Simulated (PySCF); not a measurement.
# Ionisation energy of Te⁺ by level of theory

Te⁺ [Kr] 4d10 5s2 5p3 (4S) → Te²⁺ [Kr] 4d10 5s2 5p2 (3P), as a difference of total energies. Computed with PySCF 2.14 in def2-TZVPPD with the def2 core potential (28 electrons) (7s6p4d2f, 59 functions), with scalar relativity through the core potential. Correlated levels: valence and next inner shell: nothing frozen outside the core potential. The calculations carry no spin-orbit coupling.

```json
{"method": "UHF", "ionisation energy (eV)": "18.359"}
{"method": "MP2 (valence and next inner shell)", "ionisation energy (eV)": "18.963"}
{"method": "SCS-MP2 (valence and next inner shell)", "ionisation energy (eV)": "18.786"}
{"method": "CCSD (valence and next inner shell)", "ionisation energy (eV)": "18.850"}
{"method": "CCSD(T) (valence and next inner shell)", "ionisation energy (eV)": "18.880"}
```

How much does correlation contribute at CCSD(T) (valence and next inner shell)?

18.880 − (18.359) = 0.521 eV, measured against UHF.

The reference lies between the lowest fine-structure levels, while these numbers refer to the centres of the terms.

Errors of the correlated levels include the incompleteness of this basis.

For comparison: 18.6 ± 0.4 eV (measured; NIST Atomic Spectra Database, ionization energies).
